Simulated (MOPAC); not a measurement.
MOPAC input (PM7):

```
PM7 PRECISE GNORM=0.05 LET XYZ GEO-OK AUX(PRECISION=9) THREADS=1
HCuO

Cu   -0.32601300 1   -0.14402200 1   -0.24774000 1
O     1.05651000 1    0.35830300 1    0.78178700 1
H     1.00228900 1    1.31020400 1    0.93017100 1
```

From the output:

```
                                                       MOPAC v23.2.5 Linux

          FINAL HEAT OF FORMATION =         -1.90841 KCAL/MOL =      -7.98479 KJ/MOL

          COSMO AREA              =         54.92 SQUARE ANGSTROMS
          COSMO VOLUME            =         35.46 CUBIC ANGSTROMS

          GRADIENT NORM           =          0.02255          =       0.01302 PER ATOM
          IONIZATION POTENTIAL    =          8.163962 EV
          HOMO LUMO ENERGIES (EV) =         -8.164  3.124
          NO. OF FILLED LEVELS    =          9
          MOLECULAR WEIGHT        =         80.5533         POINT GROUP:  Cs

          MOLECULAR DIMENSIONS (Angstroms)

            Atom       Atom       Distance
            H     3   Cu     1     2.20733
            O     2    H     3     0.62438
           Cu     1    H     3     0.00000

          SCF CALCULATIONS        =          9

   ATOM   CHEMICAL          X               Y               Z
  NUMBER   SYMBOL      (ANGSTROMS)     (ANGSTROMS)     (ANGSTROMS)

     1      Cu         -0.28180052  *  -0.12798529  *  -0.21482150  *
     2       O          0.96738318  *   0.33960148  *   0.71807476  *
     3       H          1.00633057  *   1.25737908  *   0.92263263  *

                             CARTESIAN COORDINATES

   1   Cu       -0.281800517    -0.127985289    -0.214821503
   2    O        0.967383179     0.339601484     0.718074765
   3    H        1.006330569     1.257379076     0.922632631

           Empirical Formula: H O Cu  =     3 atoms

      MOLECULAR POINT GROUP   :   Cs

                  EIGENVALUES
 -25.55817 -14.64119 -11.37074 -10.04239  -8.24897  -8.24873  -8.19877  -8.19119
  -8.16396   3.12355   7.71577  29.24706  29.27120  30.79509

              NET ATOMIC CHARGES AND DIPOLE CONTRIBUTIONS

  ATOM NO.   TYPE          CHARGE      No. of ELECS.   s-Pop       p-Pop       d-Pop
    1         Cu           0.666062       10.3339     0.26670     0.06787     9.99938
    2          O          -0.990899        6.9909     1.81247     5.17843
    3          H           0.324838        0.6752     0.67516
 DIPOLE           X         Y         Z       TOTAL
 POINT-CHG.    -3.936    -0.064    -2.665     4.754
 HYBRID        -0.436     0.109    -0.273     0.525
 SUM           -4.371     0.045    -2.938     5.267

          ATOMIC ORBITAL ELECTRON POPULATIONS

     Atom    s        px        py        pz      x^2-y^2     xz        z^2       yz        xy
    1 Cu   0.26670   0.03525   0.01013   0.02249   1.99988   1.99966   2.00000   1.99994   1.99990
    2  O   1.81247   1.82943   1.44655   1.90245
    3  H   0.67516

 **********************
 *                    *
 * JOB ENDED NORMALLY *
 *                    *
 **********************

 == MOPAC DONE ==
```

The geometry given is a B3LYP-D3(BJ)/def2-TZVP minimum.
